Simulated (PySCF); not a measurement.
**How methods differ on the excitation energy of Ti²⁺**

Ti²⁺ [Ar] 3d2 (3F) → Ti²⁺ [Ar] 3d1 4s1, s spin flipped, as a difference of total energies. Computed with PySCF 2.14 in def2-QZVPPD (11s6p5d3f2g, 93 functions), with no relativity, point nucleus. Correlated levels: valence: [Ar] frozen. The calculations carry no spin-orbit coupling.

| method | excitation energy (eV) |
| --- | --- |
| UHF | 5.094 |
| MP2 (valence) | 5.086 |
| SCS-MP2 (valence) | 4.970 |

The upper determinant mixes two multiplicities, so it lies between the two terms.

The coupled-cluster amplitudes are large for the upper state (T1 above 0.03 or a double amplitude above 0.15), so a single reference is strained.
